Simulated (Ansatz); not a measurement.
Geometry optimisation, RHF/def2-SVP (Ansatz 0.2.0).

input.yaml

```yaml
crystal:
  periodic: [false, false, false]
  atoms:
    - { symbol: Sn, position_ang: [0.0, 0.0, 0.0] }
    - { symbol: C, position_ang: [0.0, 0.0, 2.15] }
    - { symbol: H, position_ang: [-0.9996, -0.3092, 2.5205] }
    - { symbol: H, position_ang: [0.7676, -0.7111, 2.5205] }
    - { symbol: H, position_ang: [0.232, 1.0203, 2.5205] }
    - { symbol: Cl, position_ang: [2.2726, 0.0, -0.8025] }
    - { symbol: H, position_ang: [-0.8195, 1.4198, -0.5794] }
    - { symbol: H, position_ang: [-0.8195, -1.4198, -0.5794] }
basis:
  gaussian: { orbitals: def2-SVP }
hamiltonian:
  xc: hf
relax:
  f_tol: 0.02
  max_steps: 40
```

Launched with:

```bash
$ ansatz run input.yaml --threads 1 --pin off --max-ram 2048MiB --backend cpu --events-out ev --progress --plain --runs-dir out
```

Problem. Where does it end, and by what steps?

Solution. It converged. The force dipped under the threshold on the way, but the program's further checks kept it going. After 12 steps the energy has fallen by 0.094 eV; H5 moved furthest, 0.23 Å.

```
step  energy less start (eV)  largest force component (eV/Å)  accepted
   0                  0.0000                           0.697       yes
   1                 -0.0047                           0.682       yes
   2                 -0.0888                           0.162       yes
   3                 -0.0916                           0.031       yes
   4                 -0.0918                           0.009       yes
   5                 -0.0925                           0.027       yes
   6                 -0.0927                           0.109       yes
   7                 -0.0933                           0.037       yes
   8                 -0.0936                           0.005       yes
   9                 -0.0937                           0.044       yes
  10                 -0.0932                           0.116        no
  11                 -0.0938                           0.028       yes
  12                 -0.0939                           0.002       yes
```

```xyz
8
Properties=species:S:1:pos:R:3
Sn -0.066 -0.011 0.012
C 0.005 -0.003 2.159
H -1.002 -0.095 2.568
H 0.609 -0.837 2.513
H 0.447 0.929 2.512
Cl 2.179 0.134 -0.744
H -0.861 1.349 -0.638
H -0.677 -1.466 -0.633
```

Whether the end is a true minimum wasn't checked by a vibrational analysis.

Time of the run: 20 s on 1 thread of Intel(R) Xeon(R) 6975P-C (Granite Rapids), with other jobs on the host, peak memory 0.18 GiB.
